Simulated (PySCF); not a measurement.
A search over the determinants of LiAs⁺

Unrestricted PBE0; Li pcseg-2, As pcseg-2; no relativity (PySCF 2.14). Outer shells of the fragments: Li+ closed shells only; As 3d10 4s2 4p3.

Followed along the bond (rough minima from three points):

```json
{"2Ms+1": "4", "unpaired": "σ ↑, π ↑↑", "⟨S²⟩ at the start": "3.75", "R at minimum (Å)": "2.74", "Te (eV)": "0.00"}
{"2Ms+1": "2", "unpaired": "σ ↓, π ↑↑", "⟨S²⟩ at the start": "1.76", "R at minimum (Å)": "2.81", "Te (eV)": "0.66"}
{"2Ms+1": "2", "unpaired": "σ ↑, π ↑↓", "⟨S²⟩ at the start": "1.76", "R at minimum (Å)": "2.77", "Te (eV)": "0.68"}
{"2Ms+1": "2", "unpaired": "π ↑", "⟨S²⟩ at the start": "0.75", "R at minimum (Å)": "2.66", "Te (eV)": "1.01"}
```

Solutions found at the starting distance of 2.560 Å, counted from the lowest of them; the search is not exhaustive and high or unbound solutions are not listed, so other states can lie among these:

| 2Ms+1 | unpaired | term | E (eV) | ⟨S²⟩ | ⟨Lz²⟩ | μ (D) |
| --- | --- | --- | --- | --- | --- | --- |
| 4 | σ ↑, π ↑↑ | ⁴Σ⁻ | 0.00 | 3.75 | 0.00 | -8.49 |
| 2 | σ ↓, π ↑↑ | mixed | 0.69 | 1.76 | 0.00 | -8.49 |
| 2 | σ ↑, π ↑↓ | mixed | 0.69 | 1.76 | 2.02 | -8.47 |
| 2 | π ↑ | ²Π | 0.99 | 0.75 | 1.01 | -8.11 |
| 2 | σ ↑ | mixed | 1.81 | 0.75 | 2.01 | -8.36 |
| 2 | π ↑ | ²Π | 2.67 | 0.75 | 1.01 | -8.58 |
| 4 | σ ↑↑, π ↑ | ⁴Π | 6.18 | 3.75 | 1.00 | 0.91 |
| 4 | σ ↑, π ↑↑ | mixed | 7.23 | 3.75 | 2.01 | 0.02 |
| 4 | π ↑↑↑ | ⁴Π | 7.78 | 3.75 | 1.00 | -0.11 |

A term symbol is given only where ⟨S²⟩ and ⟨Lz²⟩ are close to those of a pure state; real π, δ and φ orbitals otherwise mix terms. A positive dipole points towards As; it is taken about the centre of mass and depends on that origin.

Spin–orbit coupling is left out.
